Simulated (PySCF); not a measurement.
Compound: F₂GeH₃P.
Bonds: F1–P2, P2–F3, P2–Ge4. Hydrogens: H5, H6, H7 on Ge4.

Method used: MP2 and CCSD/aug-cc-pVDZ in PySCF, restricted Hartree–Fock reference, 16 core orbitals frozen, non-relativistic, gas phase, PBE0-D3(BJ)/def2-SVP geometry.

E(HF) = -2616.75851 Eh.

Question: How large is the problem?

Answer: 136 basis functions and 68 electrons; 16 orbitals frozen, which leaves o = 18 correlated occupied and v = 102 virtual orbitals. That is o·v = 1836 singles and o·v(o·v + 1)/2 = 1686366 distinct closed-shell doubles amplitudes before symmetry; the costliest CCSD step grows as o²v⁴ = 3.5 × 10^10.

Question: What are the MP2 and CCSD correlation energies?

Answer: MP2 -0.6587 Eh and CCSD -0.6947 Eh, which gives totals of -2617.41721 and -2617.45319 Eh. That is 0.525 eV for each correlated electron at CCSD (1824 kJ/mol in all, 0.027 % of the total energy); MP2 gives 94.8 % of the CCSD value.

Question: What is the T1 diagnostic?

Answer: 0.0137, below the customary warning level of 0.02. It is the norm of the spatial-orbital singles amplitudes over the root of the number of correlated electrons, so the norm is 0.082.

Question: How does correlation change the dipole moment?

Answer: HF gives 2.08 D and CCSD (unrelaxed density) 1.73 D, a change of -0.35 D.

Connected triples and the basis-set limit are missing.
